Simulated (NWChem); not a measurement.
System: C$_{4}$H$_{6}$OS; SMILES C/C=C1/OCS1

The following NWChem deck was run.

```
start job
memory heap 200 mb stack 900 mb global 1100 mb
geometry units angstroms noautosym nocenter noautoz
  C      0.336070    -2.548318    -0.002195
  C     -0.692703    -1.468180    -0.001194
  C     -0.403904    -0.168519    -0.000371
  O     -1.269283     0.889950    -0.000049
  C     -0.310591     1.928034     0.003283
  S      1.111355     0.766381     0.000302
  H      0.240440    -3.204640     0.879055
  H      1.357035    -2.134886     0.005586
  H      0.250073    -3.194257    -0.892244
  H     -1.755764    -1.728566    -0.001639
  H     -0.372347     2.554548    -0.900900
  H     -0.372324     2.548791     0.911511
end
basis spherical
  * library def2-svp
end
dft
  xc pbe0
  iterations 150
end
cosmo
  do_cosmo_smd true
  solvent toluene
end
task dft energy
```

Parts of the log:

```
             Northwest Computational Chemistry Package (NWChem) 7.3.0
             --------------------------------------------------------

                             Geometry "geometry" -> ""
                             -------------------------

 Output coordinates in angstroms (scale by  1.889725989 to convert to a.u.)

  No.       Tag          Charge          X              Y              Z
 ---- ---------------- ---------- -------------- -------------- --------------
    1 C                    6.0000     0.33607000    -2.54831800    -0.00219500
    2 C                    6.0000    -0.69270300    -1.46818000    -0.00119400
    3 C                    6.0000    -0.40390400    -0.16851900    -0.00037100
    4 O                    8.0000    -1.26928300     0.88995000    -0.00004900
    5 C                    6.0000    -0.31059100     1.92803400     0.00328300
    6 S                   16.0000     1.11135500     0.76638100     0.00030200
    7 H                    1.0000     0.24044000    -3.20464000     0.87905500
    8 H                    1.0000     1.35703500    -2.13488600     0.00558600
    9 H                    1.0000     0.25007300    -3.19425700    -0.89224400
   10 H                    1.0000    -1.75576400    -1.72856600    -0.00163900
   11 H                    1.0000    -0.37234700     2.55454800    -0.90090000
   12 H                    1.0000    -0.37232400     2.54879100     0.91151100

 Effective nuclear repulsion energy (a.u.)     287.2282975073

                                 NWChem DFT Module
                                 -----------------

 Summary of "ao basis" -> "ao basis" (spherical)
 ------------------------------------------------------------------------------
       Tag                 Description            Shells   Functions and Types
 ---------------- ------------------------------  ------  ---------------------
 C                          def2-svp                 6       14   3s2p1d
 O                          def2-svp                 6       14   3s2p1d
 S                          def2-svp                 8       18   4s3p1d
 H                          def2-svp                 3        5   2s1p

 in cosmo_initialize ...
 calling solv_data for solv:toluene

 solvent parameters
 solvname_short: toluene
 solvname_long:  toluene
 dielec:        2.3741
 dielecinf:     2.2383
 nonaqueous SMD model solvent descriptors
 dielec:        2.3741
 sola:          0.0000
 solb:          0.1400
 solc:          0.8570
 solg:         40.2000
 solh:          0.0000
 soln:          1.4961

          ---------------
          -cosmo- solvent
          ---------------
 Cosmo: York-Karplus, doi: 10.1021/jp992097l
 dielectric constant -eps-     =   2.37
 screen = (eps-1)/(eps    )    =   0.57879
 surface charge correction     = lagrangian

   van der Waals surface
 --------------------------

 ---------- ATOMIC COORDINATES (A.U.) ------------ VDWR(ANG.) --
     1    0.63508021   -4.81562275   -0.00414795     1.850
     2   -1.30901886   -2.77445790   -0.00225633     1.850
     3   -0.76326789   -0.31845473   -0.00070109     1.850
     4   -2.39859707    1.68176164   -0.00009260     2.294
     5   -0.58693188    3.64345596    0.00620397     1.850
     6    2.10015643    1.44825009    0.00057070     2.490
     7    0.45436572   -6.05589149    1.66117308     1.200
     8    2.56442431   -4.03434956    0.01055601     1.200
     9    0.47256945   -6.03627047   -1.68609667     1.200
    10   -3.31791286   -3.26651609   -0.00309726     1.200
    11   -0.70363380    4.82739574   -1.70245414     1.200
    12   -0.70359034    4.81651659    1.72250603     1.200
 number of segments per atom =        128
 number of   points per atom =        128
 atom (   nspa,  nppa )
 ----------------------
    1 (     58,     0 )       0
    2 (     42,     0 )       0
    3 (      8,     0 )       0
    4 (     68,     0 )       0
    5 (     20,     0 )       0
    6 (     82,     0 )       0
    7 (     53,     0 )       0
    8 (     42,     0 )       0
    9 (     53,     0 )       0
   10 (     50,     0 )       0
   11 (     47,     0 )       0
   12 (     48,     0 )       0
 number of -cosmo- surface points =      571
 molecular surface =    150.970 angstrom**2
 molecular volume  =    139.867 angstrom**3
 -lineq- algorithm             =   0
 -bem- low  level              =   3
 -bem- from -octahedral-
 gaussian surface charge width =   4.50000
 degree of switching           =   1.00000
 switching function tolerance  =   0.00010
 atomic radii =
 --------------
    1  6.000  1.850
    2  6.000  1.850
    3  6.000  1.850
    4  8.000  2.294
    5  6.000  1.850
    6 16.000  2.490
    7  1.000  1.200
    8  1.000  1.200
    9  1.000  1.200
   10  1.000  1.200
   11  1.000  1.200
   12  1.000  1.200
 ...... end of -cosmo- initialization ......

 nat:                    12
 ixmem:                  7844
 calling mnsol_interface()
 G(SMD-CDS) energy (kcal/mol)  =    -2.219
 SMD-CDS SASA (angstrom**2)    =   158.193

            General Information
            -------------------
          SCF calculation type: DFT
          Wavefunction type:  closed shell.
          No. of atoms     :    12
          No. of electrons :    54
           Alpha electrons :    27
            Beta electrons :    27
          Charge           :     0
          Spin multiplicity:     1
          Use of symmetry is: off; symmetry adaption is: off
          Maximum number of iterations: 150
          AO basis - number of functions:   118
                     number of shells:    56
          Convergence on energy requested:  1.00D-06
          Convergence on density requested:  1.00D-05
          Convergence on gradient requested:  5.00D-04

              XC Information
              --------------
                         PBE0 Method XC Functional
                     Hartree-Fock (Exact) Exchange  0.250
          PerdewBurkeErnzerhof Exchange Functional  0.750
            Perdew 1991 LDA Correlation Functional  1.000 local
           PerdewBurkeErnz. Correlation Functional  1.000 non-local

             Grid Information
             ----------------
          Grid used for XC integration:  medium
          Radial quadrature: Mura-Knowles
          Angular quadrature: Lebedev.
          Tag              B.-S. Rad. Rad. Pts. Rad. Cut. Ang. Pts.
          ---              ---------- --------- --------- ---------
          C                   0.70       49          12.0       434
          O                   0.60       49          11.0       434
          S                   1.00       88          11.0       590
          H                   0.35       45          14.0       434
          Grid pruning is: on
          Number of quadrature shells:   603
          Spatial weights used:  Erf1

      Superposition of Atomic Density Guess
      -------------------------------------

 Sum of atomic energies:        -625.53338849

      Non-variational initial energy
      ------------------------------

 Total energy =    -629.054420
 1-e energy   =   -1428.203158
 2-e energy   =     511.920441
 HOMO         =      -0.216015
 LUMO         =       0.037141

   convergence    iter        energy       DeltaE   RMS-Dens  Diis-err
 ---------------- ----- ----------------- --------- --------- ---------
     COSMO gas phase
 d= 0,ls=0.0,diis     1   -628.5948452757 -9.16D+02  1.19D-02  8.16D-01
 d= 0,ls=0.0,diis     2   -628.5426496121  5.22D-02  7.45D-03  1.30D+00
 d= 0,ls=0.0,diis     3   -628.6895315242 -1.47D-01  1.96D-03  3.86D-02
 d= 0,ls=0.0,diis     4   -628.6928152212 -3.28D-03  7.87D-04  1.67D-02
 d= 0,ls=0.0,diis     5   -628.6947421224 -1.93D-03  1.28D-04  3.94D-04
  Resetting Diis
 d= 0,ls=0.0,diis     6   -628.6947756578 -3.35D-05  4.88D-05  3.16D-05
 d= 0,ls=0.0,diis     7   -628.6947789821 -3.32D-06  3.16D-05  3.58D-06
 d= 0,ls=0.0,diis     8   -628.6947785382  4.44D-07  1.80D-05  7.36D-06
 d= 0,ls=0.0,diis     9   -628.6947794368 -8.99D-07  1.07D-06  2.13D-08

   convergence    iter        energy       DeltaE   RMS-Dens  Diis-err
 ---------------- ----- ----------------- --------- --------- ---------
     COSMO solvation phase
 d= 0,ls=0.0,diis     1   -628.7016530139 -6.87D-03  8.79D-04  8.34D-04
 d= 0,ls=0.0,diis     2   -628.7018445768 -1.92D-04  2.09D-04  4.19D-04
 d= 0,ls=0.0,diis     3   -628.7018941500 -4.96D-05  6.44D-05  7.55D-05
 d= 0,ls=0.0,diis     4   -628.7019027803 -8.63D-06  2.27D-05  6.22D-06
 d= 0,ls=0.0,diis     5   -628.7019033828 -6.03D-07  9.04D-06  1.55D-06

         Total DFT energy =     -628.701903382842
      One electron energy =    -1432.367855114876
           Coulomb energy =      574.131598763954
    Exchange-Corr. energy =      -57.775428615976
 Nuclear repulsion energy =      287.228297507316

             COSMO energy =        0.081484076740

 Numeric. integr. density =       54.000002116729

                                COSMO-SMD solvation results
                                ---------------------------

             internal energy in gas <Psi(g)|H|Psi(g)> =      -628.694779436778
         internal energy in solvent <Psi(s)|H|Psi(s)> =      -628.694502160556
                               delta internal energy  =         0.000277276222 (    0.17 kcal/mol)
   total free energy in solvent <Psi(s)|H+V/2|Psi(s)> =      -628.698366727370
 polarization energy contribution <Psi(s)|V/2|Psi(s)> =        -0.003864566814 (   -2.43 kcal/mol)
    total free energy in solvent including G(SMD-CDS) =      -628.701903382842
                       G(SMD-CDS) energy contribution =        -0.003536655472 (   -2.22 kcal/mol)
     1 M fixed-concentration free energy of solvation =        -0.007123946064 (   -4.47 kcal/mol)

                       DFT Final Molecular Orbital Analysis
                       ------------------------------------

 Vector   25  Occ=2.000000D+00  E=-3.342160D-01
              MO Center=  8.9D-02,  6.0D-01, -4.8D-06, r^2= 3.4D+00
   Bfn.  Coefficient  Atom+Function         Bfn.  Coefficient  Atom+Function
  ----- ------------  ---------------      ----- ------------  ---------------
    81      0.399248   6 S  px               46      0.383161   4 O  px
    78      0.332861   6 S  px               49      0.282848   4 O  px
    32     -0.216777   3 C  px               60     -0.209903   5 C  px
    75      0.185705   6 S  px               74      0.143993   6 S  s
    73      0.114287   6 S  s               104     -0.114277  10 H  s

 Vector   26  Occ=2.000000D+00  E=-2.939973D-01
              MO Center=  3.2D-01,  5.5D-01,  3.1D-04, r^2= 2.7D+00
   Bfn.  Coefficient  Atom+Function         Bfn.  Coefficient  Atom+Function
  ----- ------------  ---------------      ----- ------------  ---------------
    83      0.513467   6 S  pz               80      0.365339   6 S  pz
    48     -0.344018   4 O  pz               51     -0.277709   4 O  pz
    77      0.207921   6 S  pz               34      0.159225   3 C  pz
    20      0.115151   2 C  pz               37      0.109230   3 C  pz
    23      0.066080   2 C  pz                6     -0.062144   1 C  pz

 Vector   27  Occ=2.000000D+00  E=-2.170146D-01
              MO Center= -1.5D-01, -3.6D-01, -6.8D-04, r^2= 3.8D+00
   Bfn.  Coefficient  Atom+Function         Bfn.  Coefficient  Atom+Function
  ----- ------------  ---------------      ----- ------------  ---------------
    83     -0.390285   6 S  pz               20      0.381330   2 C  pz
    23      0.319422   2 C  pz               80     -0.255811   6 S  pz
    34      0.245057   3 C  pz               48     -0.231800   4 O  pz
    51     -0.190426   4 O  pz               37      0.143423   3 C  pz
    77     -0.143505   6 S  pz              109     -0.120613  11 H  s

 Vector   28  Occ=0.000000D+00  E=-6.713736D-03
              MO Center=  7.5D-01,  8.4D-01,  1.1D-03, r^2= 3.0D+00
   Bfn.  Coefficient  Atom+Function         Bfn.  Coefficient  Atom+Function
  ----- ------------  ---------------      ----- ------------  ---------------
    59      0.908417   5 C  s                82     -0.887854   6 S  py
    31     -0.613266   3 C  s                63      0.383489   5 C  px
    95      0.347519   8 H  s                64     -0.291691   5 C  py
    60      0.277388   5 C  px               79     -0.275511   6 S  py
    36     -0.268771   3 C  py               35     -0.263289   3 C  px

 Vector   29  Occ=0.000000D+00  E= 4.203647D-02
              MO Center= -3.9D-01, -7.1D-01, -8.8D-04, r^2= 2.9D+00
   Bfn.  Coefficient  Atom+Function         Bfn.  Coefficient  Atom+Function
  ----- ------------  ---------------      ----- ------------  ---------------
    37     -0.674983   3 C  pz               23      0.643441   2 C  pz
    34     -0.491571   3 C  pz               20      0.387909   2 C  pz
    83      0.286019   6 S  pz               51      0.243462   4 O  pz
   100      0.216299   9 H  s                90     -0.211514   7 H  s
    48      0.205753   4 O  pz               80      0.114272   6 S  pz

 Vector   30  Occ=0.000000D+00  E= 5.581516D-02
              MO Center= -1.5D-01,  2.2D-01,  1.4D-03, r^2= 5.7D+00
   Bfn.  Coefficient  Atom+Function         Bfn.  Coefficient  Atom+Function
  ----- ------------  ---------------      ----- ------------  ---------------
     3      1.057705   1 C  s                45     -0.663629   4 O  s
    74      0.638373   6 S  s                63     -0.626300   5 C  px
    81     -0.584175   6 S  px               35     -0.544233   3 C  px
   105     -0.521747  10 H  s                31     -0.510688   3 C  s
    90     -0.400033   7 H  s               100     -0.396800   9 H  s

     Multipole analysis of the density
     ---------------------------------

     L   x y z        total         alpha         beta         nuclear
     -   - - -        -----         -----         ----         -------
     0   0 0 0      0.000000    -27.000000    -27.000000     54.000000

     1   1 0 0      0.121453     -0.456833     -0.456833      1.035118
     1   0 1 0      0.438756     -0.423873     -0.423873      1.286503
     1   0 0 1      0.001706     -0.001931     -0.001931      0.005569

     2   2 0 0    -33.867267    -93.866098    -93.866098    153.864928
     2   1 1 0      0.080419      1.757664      1.757664     -3.434908
     2   1 0 1     -0.002253      0.006110      0.006110     -0.014473
     2   0 2 0    -25.297548   -246.813095   -246.813095    468.328643
     2   0 1 1      0.013520     -0.228137     -0.228137      0.469793
     2   0 0 2    -33.021355    -22.244822    -22.244822     11.468289
```

Level: PBE0/def2-SVP, SMD on the gas-phase geometry. All runs use the structure optimised with PBE0/def2-SVP. Solvent: toluene.
